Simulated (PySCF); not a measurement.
AsH₄Si, SMILES [AsH2][SiH2], multiplicity 2.

The structure is a stationary point at B3LYP-D3(BJ)/def2-TZVP. The isomer is the one that the SMILES or the coordinates give; other isomers of the formula were not compared.

Calculation: CAM-B3LYP/def2-TZVPD run with PySCF.

The molecule is in vacuum.

Computed frontier levels, dipole moment and polarisability:
```
Quantity                                                                                                        Result
---------------------------------------------------------------------------------------------  -----------------------
α spin, highest occupied and lowest empty level                                                      -7.44 and 0.57 eV
β spin, highest occupied and lowest empty level                                                     -8.83 and -1.80 eV
dipole moment                                                                                                   0.36 D
quadrupole, principal values (traceless, Buckingham form, about the centre of nuclear charge)    -1.94, 0.67, 1.27 D·Å
mean static polarisability                                                                       68.3 bohr³ (10.12 Å³)
polarisability, principal values                                                                58.2, 60.1, 86.7 bohr³
⟨S²⟩                                                                                           0.753 (pure state 0.75)
```
